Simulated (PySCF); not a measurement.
Sn(H)3(SH) (H4SSn), SMILES [SH][SnH3].

Coordinates come from a B3LYP-D3(BJ)/def2-TZVP optimisation. The def2 effective core potentials stand for the cores of Sn; spin–orbit coupling is left out.

The numbers are results of r2SCAN/def2-TZVPD run with PySCF, not measurements.

Gas-phase values at a fixed geometry.

- total energy = -614.96007 hartree
- point group = Cs
- highest occupied level = -6.33 eV
- lowest empty level = -1.28 eV
- orbital gap = 5.05 eV
- dipole moment = 1.55 D
- quadrupole, principal values (traceless, Buckingham form, about the centre of nuclear charge) = -3.04, -1.94, 4.98 D·Å
- mean static polarisability = 66.5 bohr³ (9.85 Å³)
- polarisability, principal values = 59.5, 60.1, 79.8 bohr³
